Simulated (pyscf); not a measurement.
Structures and frequencies: ωB97X-D3(BJ)/def2-SVP in PySCF. Correlated levels are frozen-core, on RHF or UHF. ΔMP2 is the change of the MP2 total energy from the triple- to the quadruple-zeta basis. Singlets are restricted, triplets unrestricted.

Singlet (Å):
```xyz
4

Ga     0.4929     0.1984     0.6001
As    -1.8723    -0.6094     0.5302
H     -1.3178    -1.6866    -0.4026
H     -2.0167     0.3792    -0.6273
```

Triplet (Å):
```xyz
4

Ga     0.5922     0.1930     0.7682
As    -1.7410    -0.6041     0.4777
H     -1.4269    -1.6982    -0.5321
H     -2.1315     0.3897    -0.6063
```

**Question.** For these two minima of Ga–AsH₂, which spin state lies lower at CCSD(T)/def2-TZVPP + ΔMP2(QZVPP), and by how much (electronic energies)?

**Answer.** The singlet, by 189.5 kJ/mol. Zero-point energy shifts E(triplet) − E(singlet) by +1.1 kJ/mol. Other isomers of Ga–AsH₂ [singlet] were not searched in full and may lie lower. 

E(triplet) − E(singlet) by level (kJ/mol):

| level | gap |
|---|---|
| ωB97X-D3(BJ)/def2-TZVP | +189.0 |
| PBE/def2-TZVP | +174.8 |
| r²SCAN/def2-TZVP | +163.2 |
| B3LYP-D3(BJ)/def2-TZVP | +182.2 |
| PBE0-D3(BJ)/def2-TZVP | +170.1 |
| M06-2X/def2-TZVP | +168.8 |
| ωB97M-D3(BJ)/def2-TZVP | +187.2 |
| HF/def2-TZVP | +116.8 |
| MP2/def2-QZVPP | +188.4 |
| CCSD/def2-TZVPP | +174.7 |
| CCSD(T)/def2-TZVPP | +177.2 |
| CCSD(T)/def2-TZVPP + ΔMP2(QZVPP) | +189.5 |

The triplet is the lowest one reached from the SCF start used. The CCSD(T) − MP2 part came from Ansatz, without density fitting, on the same reference. The frozen core leaves the outer d or s,p core shells of the metals and heavy elements correlated in the MP2 and CC values, and def2-TZVPP describes them poorly, which can shift differences by a few kcal/mol. Elements up to Kr have no core potential and no relativistic terms here.
